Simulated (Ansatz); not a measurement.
System: C₅H₆N, charge 0, multiplicity 2. It need not be the lowest isomer of its formula. SMILES: c1c(C)[nH][c]c1
Geometry: optimised at B3LYP-D3(BJ)/def2-TZVP (Ansatz, an electronic-structure program).

Property: atomisation energy (electronic, to ground-state atoms), in kcal/mol. Cores are frozen in the correlated levels unless marked. UHF or UKS for open shells. Spin-orbit coupling is left out. Non-relativistic. The coupled-cluster limit lacks core correlation, which all-electron functionals hold. Basis-set limits of correlation are two-point, X^-3; Hartree-Fock from the larger set. [CCSD(T)-MP2]/basis is that difference in the basis named.

| level | program | atomisation energy (kcal/mol) | minus last row |
|---|---|---|---|
| HF/cc-pVTZ | Ansatz | 892.3 | -346.2 |
| PBE-D4/def2-TZVPD | Ansatz + dftd4 | 1295.8 | 57.3 |
| r2SCAN-D4/def2-TZVPD | Ansatz + dftd4 | 1254.1 | 15.6 |
| PBE0/6-31G* | Ansatz | 1259.8 | 21.3 |
| r2SCAN0-D4/def2-TZVPD | Ansatz + dftd4 | 1233.2 | -5.3 |
| PBE-QIDH/def2-TZVPD | Ansatz | 1245.0 | 6.5 |
| RI-MP2/cc-pVQZ | Ansatz | 1249.6 | 11.1 |
| CCSD/STO-3G | Ansatz | 1208.9 | -29.6 |
| CCSD/6-31G | Ansatz | 1054.9 | -183.6 |
| RI-MP2/CBS(cc-pVTZ,cc-pVQZ)+[CCSD(T)-MP2]/cc-pVTZ | Ansatz | 1238.5 | 0.0 |

The UHF reference is spin-contaminated (<S^2> 0.21 over the pure value in the largest basis).
